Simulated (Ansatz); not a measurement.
Consider the ligand exchange at a Ga–C bond: `C[CH2][Ga]([F])[SH]` + H₂Se → `[F][Ga]([SH])[SeH]` + `CC`.

Computed with Ansatz on PBE0-D4/def2-TZVP structures; ΔE is electronic, products minus reactants. CCSD(T)/CBS is the MP2 limit (def2-TZVPP, def2-QZVPP) plus CCSD(T) − MP2 in def2-TZVPP, frozen cores. This one scheme is used for every species. Functionals use def2-TZVPP. For Ga, Se outer-core shells are correlated without core-valence functions, which leaves a few kJ/mol of doubt a bond. Scalar relativity is left out up to krypton. One conformer a species, not always the lowest.

```
          level  ΔE (kJ/mol)
        LC-ωPBE       -109.6
CCSD/def2-TZVPP       -110.8
```

(1) What does CCSD(T)/CBS give? (Estimate.)

(2) What do rigid-rotor, harmonic-oscillator terms from PBE0-D4/def2-TZVP frequencies (298.15 K, 1 bar) make of the CCSD(T)/CBS value? (An estimate is asked.)

Largest T1 diagnostic among the species: 0.013.

Answers

(1) Ansatz gave: -107.6 kJ/mol. The listed levels differ from it by -2.0, -3.2 kJ/mol.

(2) The calculation gave: ΔZPE = +11.3 kJ/mol, ΔH = -97.7 kJ/mol, ΔS = -10 J/(mol·K), ΔG = -94.8 kJ/mol. Modes under 50 cm⁻¹ make the entropy rough.

At CCSD(T), def2-SVP lies −6.9 kJ/mol from the extrapolated value and def2-TZVPP −2.2 kJ/mol. From PBE to PBE0 (25 % exact exchange), in def2-TZVPP and without D4, ΔE moves by −3.7 kJ/mol. Leaving LDA and LC-ωPBE aside and taking each functional with its dispersion term where it has one, the values, not all of them listed here, spread over 10.0 kJ/mol, from BHLYP-D4 to revPBE-D4. LDA lies +7.8 kJ/mol from PBE without D4.
